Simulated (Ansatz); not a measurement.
H₃OSi, SMILES [O][SiH3], multiplicity 2.

Geometry: B3LYP-D3(BJ)/def2-TZVP. The isomer is the one that the SMILES or the coordinates give; other isomers of the formula were not compared.

Two levels are set side by side: PBE/def2-TZVPD (Ansatz, a first-principles code) and CAM-B3LYP/def2-TZVPD (Ansatz). Energy differences of separate SCF runs at the same geometry; the states with an electron removed or added have multiplicity 3 and 1. Differences are taken from unrounded values.

```tsv
quantity	CAM-B3LYP	PBE	PBE minus CAM-B3LYP
vertical ionisation energy (eV)	11.44	10.84	-0.60
vertical electron affinity (eV)	2.71	2.77	0.06
```
